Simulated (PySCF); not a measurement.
Compound: C4H4F2S.
SMILES with atom numbers: `[CH3:1][S:2][C:3]([F:4])=[C:5]=[CH:6][F:7]` (hydrogens: H8, H9, H10 on C1; H11 on C6)

Geometry (PBE0-D3(BJ)/def2-SVP, Å), atoms numbered from 1 in this order:
```
atom  x, y, z in Å
C1    -1.6889   -0.4416    0.4166
S2    -1.5495    0.3772   -1.1800
C3     0.1916    0.5879   -1.2581
F4     0.5218    1.2419   -2.3693
C5     1.0835    0.1865   -0.3825
C6     1.9306   -0.2664    0.5033
F7     2.3146    0.4243    1.5776
H8    -2.7619   -0.6078    0.5810
H9    -1.1647   -1.4072    0.4095
H10   -1.2863    0.1956    1.2170
H11    2.4137   -1.2503    0.4611
```

Theory: PBE0-D3(BJ)/def2-SVP geometry optimisation, gas phase (PySCF 2.14.0).

Masses are those of the commonest isotopes; rigid-rotor values at the optimised geometry. The values belong to one conformer with, in the numbering `[CH3:1][S:2][C:3]([F:4])=[C:5]=[CH:6][F:7]`, C1–S2–C3–F4 -178°.

Question: Give the principal moments of inertia and the rotational constants in cm⁻¹.

Answer: Ia = 162.10, Ib = 373.81, Ic = 511.74 u·Å²; 505379 MHz·u·Å²/I gives 3118, 1352 and 987.6 MHz, that is A = 0.10400, B = 0.04510, C = 0.03294 cm⁻¹.

Question: Classify the top.

Answer: An asymmetric top: κ = (2 × 1352 − 3118 − 987.6)/(3118 − 987.6) = -0.66.

Question: Is it planar, by Δ = Ic − Ia − Ib?

Answer: Not planar: Δ = Ic − Ia − Ib = -24.17 u·Å². For a rigid frame Δ = −2 Σ m c², so Σ m c² = 12.09 u·Å² lies off the ab plane: 3.97 from hydrogen and 8.12 from heavier atoms. The atom farthest from that plane is 1.52 Å away.

Question: Give the other two planar moments, Paa and Pbb, and the rms extents of the mass along the axes.

Answer: Paa = Σ m a² = (Ib + Ic − Ia)/2 = 361.73 and Pbb = Σ m b² = (Ia + Ic − Ib)/2 = 150.01 u·Å². With the mass M = 122.00 u, the rms extents √(P/M) along a, b and c are 1.72, 1.11, 0.31 Å.

Question: Which lines would a microwave search look for?

Answer: The dipole components are |μa| = 0.02 D, |μb| = 2.27 D, |μc| = 1.21 D. The squared components, which scale the intensities, stand as 0.00 : 1.00 : 0.28 (a : b : c). Some lines, for components of 0.1 D or more:

| type | branch | J(Ka,Kc) | MHz | lower level (cm⁻¹) |
| --- | --- | --- | --- | --- |
| c | Q | 4(1,4) ← 4(0,4) | 712 | 0.757 |
| c | Q | 3(1,3) ← 3(0,3) | 1073 | 0.460 |
| c | Q | 1(1,1) ← 1(0,1) | 1766 | 0.078 |
| b | Q | 2(1,1) ← 2(0,2) | 2545 | 0.232 |
| b | Q | 4(2,2) ← 4(1,3) | 4838 | 0.901 |
| c | Q | 2(2,1) ← 2(1,1) | 5297 | 0.317 |
| b | Q | 2(2,0) ← 2(1,1) | 5348 | 0.317 |
| b | R | 3(0,3) ← 2(1,2) | 5369 | 0.281 |
| b | Q | 3(2,2) ← 3(1,3) | 6967 | 0.496 |
| c | Q | 4(3,2) ← 4(2,2) | 9194 | 1.062 |
| b | Q | 4(3,2) ← 4(2,3) | 9899 | 1.039 |
| c | R | 3(1,2) ← 2(0,2) | 10076 | 0.232 |
| b | R | 2(2,0) ← 1(1,1) | 10756 | 0.137 |
| b | Q | 4(4,0) ← 4(3,1) | 13526 | 1.370 |
| c | R | 3(3,0) ← 2(2,0) | 16742 | 0.496 |
| b | R | 3(3,0) ← 2(2,1) | 16793 | 0.494 |
| c | R | 4(4,1) ← 3(3,1) | 23004 | 1.054 |

Question: Estimate the classical rotational partition function at 10 K, 25 K and 100 K.

Answer: Point group C1, symmetry number σ = 1; q = (√π/σ)·√((kT/h)³/(ABC)), k/h = 20836.6 MHz/K: 2610 at 10 K, 10300 at 25 K, 82600 at 100 K.

Whether it is a minimum is left open (no frequencies). These are rigid-rotor constants of the computed structure; measured ground-state constants (B0) also hold zero-point vibration. A rigid rotor knows nothing of internal rotation, which can split or shift real lines.
